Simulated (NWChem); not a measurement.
System: Si3H6, singlet; SMILES [SiH3][Si][SiH3]

Input file for NWChem:

```
start job
memory heap 200 mb stack 900 mb global 1100 mb
geometry units angstroms noautosym nocenter noautoz
  Si    -0.000001     0.000002     1.304911
  Si    -1.677076     0.136875    -0.380708
  H     -1.934473    -1.327214    -0.625895
  H     -1.279712     0.755928    -1.686823
  H     -2.960430     0.757238     0.074203
  Si     1.677076    -0.136873    -0.380706
  H      1.934473     1.327215    -0.625896
  H      1.279712    -0.755928    -1.686821
  H      2.960429    -0.757236     0.074205
end
basis spherical
  * library pcsseg-1
end
dft
  xc xpbe96 cpbe96
  iterations 150
end
property
  shielding 5 1 2 3 4 5
end
task dft property
```

Low-valent species are run as closed-shell singlets; no triplet was tried in these runs. Structure relaxed at the PBE0/def2-SVP level.

GIAO values for the isolated, static molecule; σ is the absolute isotropic shielding, δ = σ(reference) − σ with the isolated reference molecule computed at the same levels (1H: tetramethylsilane, 29Si: tetramethylsilane).

Atoms are numbered as in the input.

Task: What results follow from this input? (PBE/pcSseg-1, GIAO.) Quantities: δ Si1 (ppm); δ Si2 (ppm); δ H3 (rotor mean) (ppm).

Result: 
```yaml
"δ Si1 (ppm)": 1293.0
"δ Si2 (ppm)": -59.5
"δ H3 (rotor mean) (ppm)": 4.96
```
